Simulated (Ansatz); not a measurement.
Job for Ansatz (a first-principles code): R-r2SCAN/def2-TZVPP on BrH3Ti (SMILES [TiH3][Br]), atoms moved off the minimum.

Ansatz 0.2 input:
```yaml
crystal:
  periodic: [false, false, false]
  atoms:
    - {symbol: Ti, position_ang: [1.10967189, -0.03352177, 0.76971711]}
    - {symbol: Br, position_ang: [-0.84512015, 0.10643671, -0.53200349]}
    - {symbol: H, position_ang: [2.20432050, 0.86415276, -0.37341997]}
    - {symbol: H, position_ang: [1.18529665, 0.43329939, 2.31208144]}
    - {symbol: H, position_ang: [1.89728677, -1.45705895, 0.60177736]}
basis:
  gaussian:
    orbitals: def2-TZVPP
hamiltonian:
  xc: {name: r2SCAN}
scf: {lower_state_search: off}
output: {forces: true}
```

It printed:

```
WARN ansatz: RAYON_NUM_THREADS=4 ignored (pool sized by the plan → 4); use --threads N
Functional definition: r2SCAN
these checks for a lower state are left out or cut short: stability, starts, cluster_reference, orbital_swaps, neighbouring_geometries, increment
integrals: 0.07 GiB planned
985 factors; their error is unknown
mean field: 0.56 GiB planned
mean field evaluation 1: about -93204.5175 eV, gradient 4.1e1 eV
mean field evaluation 2: about -93190.0489 eV, gradient 8.0e1 eV
mean field evaluation 4: about -93208.2678 eV, gradient 1.0e1 eV
mean field evaluation 8: about -93208.5370 eV, gradient 1.4e-1 eV
mean field evaluation 16: about -93208.5078 eV, gradient 9.9e-4 eV
mean field -93208.50783586 eV, -3425.3494839720 hartree, gradient 9.3e-6 eV, S^2 0.000000; 0 other end points of the search recorded, 0 dependent functions left out
the calculation of the forces begins
reference -93208.50784836 eV, -3425.3494844315 hartree; 30, 30 occupied and 124, 124 virtual orbitals, 985 factors
Total energy: -93208.50784836 eV, -3425.3494844315 hartree
Atom 0 at     1.109672    -0.033522     0.769717 Å, force     0.545173     0.804279    -2.279961 eV/Å
Atom 1 at    -0.845120     0.106437    -0.532003 Å, force     0.069520    -0.093381     0.327852 eV/Å
Atom 2 at     2.204321     0.864153    -0.373420 Å, force    -0.622869    -0.445979     0.888634 eV/Å
Atom 3 at     1.185297     0.433299     2.312081 Å, force    -0.143722     0.447234     1.116759 eV/Å
Atom 4 at     1.897287    -1.457059     0.601777 Å, force     0.151898    -0.712152    -0.053283 eV/Å
Dipole moment:    -0.037655    -0.022725     0.216153 e Å
Checks for a lower state left out: stability, starts, cluster_reference, orbital_swaps, neighbouring_geometries, increment
```

The calculation finished and met its thresholds.

Cost: around 5 core-seconds (rough).
